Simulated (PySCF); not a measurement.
**Radial density of S²⁺ (sulfur, charge +2)**

UHF, [Ne] 3s1 3p3, high-spin 5S determinant (an excited configuration). Calculation: PySCF 2.14, in def2-TZVPPD (6s6p4d1f, 51 functions); the non-relativistic Hamiltonian (point nucleus).

| r (bohr) | 4πr²ρ (e/bohr) | 4πr²(ρα − ρβ) |
| --- | --- | --- |
| 0.00184 | 0.1064 | 0.0004 |
| 0.00309 | 0.2904 | 0.0010 |
| 0.00520 | 0.7657 | 0.0028 |
| 0.00875 | 1.937 | 0.0070 |
| 0.0147 | 4.527 | 0.0163 |
| 0.0248 | 9.321 | 0.0338 |
| 0.0416 | 15.47 | 0.0585 |
| 0.0700 | 18.26 | 0.0863 |
| 0.118 | 14.08 | 0.1730 |
| 0.198 | 12.79 | 0.4691 |
| 0.333 | 17.66 | 0.5759 |
| 0.561 | 10.42 | -0.0241 |
| 0.943 | 2.745 | 1.3218 |
| 1.59 | 2.744 | 2.7247 |
| 2.67 | 0.6730 | 0.6730 |
| 4.49 | 0.01117 | 0.0112 |

**Question.** Where is the radial spin density 4πr²(ρα − ρβ) most negative, and why is it negative at all?

**Answer.** Around r = 0.561 bohr, down to -0.0241 e/bohr: exchange with the open shell polarises the paired shells in an unrestricted calculation.
